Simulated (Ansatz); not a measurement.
Pulling on the Cd1–H2 bond in CdH3N (SMILES [NH2][CdH]) (multiplicity 1 held, fragments rigid). Energies count from the point at 1.656 Å.
Geometry at that point (charge 0, multiplicity 1):
```xyz
5

Cd    -0.1932    -0.0408    -0.2275
H     -1.2093    -0.2364    -1.5204
N      1.1617     0.2684     1.2504
H      1.4991    -0.5755     1.6986
H      0.8497     0.8903     1.9872
```

Unrestricted levels (U-) break spin symmetry where that is lower. Active spaces are followed from a long bond inwards. Curves can end on different states.

Correlated levels freeze the cores.

The values were computed with Ansatz (Gaussian basis) for Hartree–Fock, density functionals and correlated methods. Each number belongs to the level named beside it. In def2 rows elements past Kr take small-core potentials, without spin–orbit coupling.

Energies in kcal/mol.

```json
[
 {"R (Å)": "1.325", "U-HF/def2-SVP": "32.2", "CASSCF(2,2)/def2-SVP": "33.7", "SC-NEVPT2 on CASSCF(2,2)/def2-SVP": "26.8", "FIC-MRCISD+Q on CASSCF(2,2)/def2-SVP": "27.5"},
 {"R (Å)": "1.490", "U-HF/def2-SVP": "7.4", "CASSCF(2,2)/def2-SVP": "8.3", "SC-NEVPT2 on CASSCF(2,2)/def2-SVP": "5.4", "FIC-MRCISD+Q on CASSCF(2,2)/def2-SVP": "5.5"},
 {"R (Å)": "1.656", "U-HF/def2-SVP": "0.0", "CASSCF(2,2)/def2-SVP": "0.0", "SC-NEVPT2 on CASSCF(2,2)/def2-SVP": "0.0", "FIC-MRCISD+Q on CASSCF(2,2)/def2-SVP": "0.0"},
 {"R (Å)": "1.822", "U-HF/def2-SVP": "1.9", "CASSCF(2,2)/def2-SVP": "0.6", "SC-NEVPT2 on CASSCF(2,2)/def2-SVP": "2.6", "FIC-MRCISD+Q on CASSCF(2,2)/def2-SVP": "2.8"},
 {"R (Å)": "1.987", "U-HF/def2-SVP": "8.6", "CASSCF(2,2)/def2-SVP": "5.7", "SC-NEVPT2 on CASSCF(2,2)/def2-SVP": "9.2", "FIC-MRCISD+Q on CASSCF(2,2)/def2-SVP": "9.6"},
 {"R (Å)": "2.236", "U-HF/def2-SVP": "22.5", "CASSCF(2,2)/def2-SVP": "16.7", "SC-NEVPT2 on CASSCF(2,2)/def2-SVP": "21.8", "FIC-MRCISD+Q on CASSCF(2,2)/def2-SVP": "22.7"},
 {"R (Å)": "2.484", "U-HF/def2-SVP": "36.0", "CASSCF(2,2)/def2-SVP": "28.2", "SC-NEVPT2 on CASSCF(2,2)/def2-SVP": "34.3", "FIC-MRCISD+Q on CASSCF(2,2)/def2-SVP": "35.8"},
 {"R (Å)": "2.898", "U-HF/def2-SVP": "47.0", "CASSCF(2,2)/def2-SVP": "44.2", "SC-NEVPT2 on CASSCF(2,2)/def2-SVP": "50.9", "FIC-MRCISD+Q on CASSCF(2,2)/def2-SVP": "53.1"},
 {"R (Å)": "3.312", "U-HF/def2-SVP": "51.0", "CASSCF(2,2)/def2-SVP": "54.5", "SC-NEVPT2 on CASSCF(2,2)/def2-SVP": "60.8", "FIC-MRCISD+Q on CASSCF(2,2)/def2-SVP": "63.5"},
 {"R (Å)": "3.809", "U-HF/def2-SVP": "52.6", "CASSCF(2,2)/def2-SVP": "60.7", "SC-NEVPT2 on CASSCF(2,2)/def2-SVP": "66.2", "FIC-MRCISD+Q on CASSCF(2,2)/def2-SVP": "69.4"},
 {"R (Å)": "4.471", "U-HF/def2-SVP": "53.1", "CASSCF(2,2)/def2-SVP": "63.4", "SC-NEVPT2 on CASSCF(2,2)/def2-SVP": "68.4", "FIC-MRCISD+Q on CASSCF(2,2)/def2-SVP": "71.8"},
 {"R (Å)": "5.299", "U-HF/def2-SVP": "53.2", "CASSCF(2,2)/def2-SVP": "64.0", "SC-NEVPT2 on CASSCF(2,2)/def2-SVP": "68.9", "FIC-MRCISD+Q on CASSCF(2,2)/def2-SVP": "72.3"}
]
```

Doubts at one or more of the structures used: a spin-contaminated determinant (U-HF/def2-SVP).

Ansatz is a first-principles code.
